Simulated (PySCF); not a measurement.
B3LYP has the VWN-RPA correlation part, as in Gaussian. Delta-SCF ions had no search for a lower state. 

Cartesian coordinates (Å):
SMILES: [SiH3]O[SiH3]
```xyz
9

Si    -1.3184    -0.1413    -0.1366
O      0.3089    -0.2922    -0.2213
Si     1.7994     0.1775     0.2643
H     -1.7232     1.2306    -0.5235
H     -1.7841    -0.4109     1.2440
H     -1.9253    -1.1185    -1.0647
H      1.9692    -0.0863     1.7124
H      1.9848     1.6260     0.0123
H      2.8023    -0.5920    -0.5016
```
Charge 0, spin multiplicity 1.

Question: Give the vertical ionisation energy (Delta-SCF), LUMO and HOMO–LUMO gap at the level B3LYP-D3(BJ)/def2-TZVP run with PySCF 2.14.0.

Answer: 
```yaml
vertical ionisation energy (Delta-SCF): 10.75 eV
LUMO: -0.41 eV
HOMO–LUMO gap: 8.11 eV
```
